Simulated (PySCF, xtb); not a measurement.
C3H6F2Si, SMILES F[SiH2][C@H]1[C@H](C1)F. Other conformers were not sampled.

Harmonic wavenumbers (cm⁻¹) from GFN2-xTB (xtb) at its own minimum, in rising order: 22, 114, 189, 237, 401, 459, 531, 571, 691, 725, 761, 812, 831, 862, 977, 1017, 1028, 1067, 1075, 1129, 1207, 1277, 1372, 1456, 2334, 2357, 3035, 3044, 3089, 3107.

Q: What does PySCF with PBE-D3(BJ)/def2-SVP give at its own minimum? (The exact figures need the calculation; the answer reports its results.)

A: 58, 111, 188, 243, 406, 483, 603, 676, 726, 778, 805, 838, 898, 927, 948, 974, 1000, 1021, 1061, 1125, 1179, 1260, 1341, 1416, 2184, 2195, 3060, 3077, 3090, 3157. Paired by order, the mean absolute difference is 41 cm⁻¹ and the zero-point energies are 51.1 and 51.2 kcal/mol.
